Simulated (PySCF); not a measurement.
# One molecule, several mistakes: BClGeH5Si

These are calculations, not measurements. They come from PySCF 2.14.0, an open-source quantum chemistry program, on an isolated molecule that a program drew, which may never have been made. The molecule is BClGeH5Si (charge 0, doublet), drawn as the SMILES string `[BH][GeH2][SiH2]Cl`.

Each row is a Hartree-Fock (HF) and frozen-core CCSD(T) single point in the cc-pV(D+d)Z basis, meant for a local HF minimum. Run 1 is clean. Each other run has one planted mistake out of seven kinds, and not every kind appears here: one electron removed, one electron added, multiplicity raised by two, geometry at a saddle point, minimal basis STO-3G, one bond length entered in bohr, all coordinates scaled. The reference is restricted for singlets and unrestricted otherwise, and also for a bond in bohr. Adding or removing an electron swaps singlet and doublet. Electrons count all cores. HOMO and LUMO are orbital energies over both spins, the gradient is its largest component, and the lowest frequency (negative if imaginary) is given only where the gradient is small. Bond lengths are over the 8 bonds as drawn. T1 is the CCSD diagnostic: over 0.02 (restricted) or 0.045 (unrestricted) a single reference is doubtful. Germanium has the cc-pVDZ-PP basis, with a core potential (ECP10MDF) in place of its 10 inner electrons, and its 3s, 3p and 3d shells are frozen in CCSD(T).

Geometry of the clean run:
```xyz
9
BClGeH5Si, angstrom
B     0.6037   -0.6140    0.0337
Ge   -0.0267   -0.9524   -1.9109
Si   -0.7225    1.1053   -2.9459
Cl    0.7666    2.5414   -2.6582
H     0.0396   -0.1151    0.9620
H    -1.2371   -1.9025   -1.8997
H     1.0647   -1.5929   -2.7746
H    -0.9197    0.9684   -4.4017
H    -1.9546    1.6323   -2.3283
```

```
run  electrons  basis functions  <S^2>  HOMO (eV)  LUMO (eV)  gradient (hartree/bohr)  lowest frequency (cm^-1)  mean bond (Å)  longest bond (Å)      T1  HF (hartree)  CCSD(T) (hartree)                     mistake
  1         73              108  0.757      -9.00       0.87                  1.4e-05                        37         1.7230             2.406  0.0131   -1069.38274        -1069.84664                    no fault
  2         72              108  0.000     -15.35      -6.42                  4.2e-02                         -         1.7230             2.406  0.0216   -1069.09715        -1069.55742        one electron removed
  3         73              108  3.767      -8.05      -2.21                  3.9e-02                         -         1.7230             2.406  0.0229   -1069.25926        -1069.71359  multiplicity raised by two
  4         74              108  0.000      -0.40       6.80                  3.0e-02                         -         1.7230             2.406  0.0172   -1069.34660        -1069.85030          one electron added
  5         73              108  1.223      -9.33       0.82                  2.9e-02                         -         1.8560             2.406  0.0458   -1069.26722        -1069.73336                           ?
```

**Which mistake was planted in run 5, and what did it cost?**

The mean bond changes by a factor of 1.077 and the longest by 1.000, so the molecule wasn't scaled as a whole. A length L in bohr read as angstrom grows by (1/0.5292 - 1) L = 0.890 L. The 8 bonds together grew by 8 x 0.1330 = 1.064 Å, which gives L = 1.196 Å. That is bond B1-H5, 1.195 Å in the clean geometry. So the mistake is: one bond length entered in bohr. Subtracting run 1 and multiplying by 627.51 kcal/mol a hartree, the energy moved by 72.5 kcal/mol in HF and 71.1 kcal/mol in CCSD(T).

Cautions from the logs. Run 2: T1 is over the limit, so its CCSD(T) energy is less reliable; run 5: T1 is over the limit, so its CCSD(T) energy is less reliable.
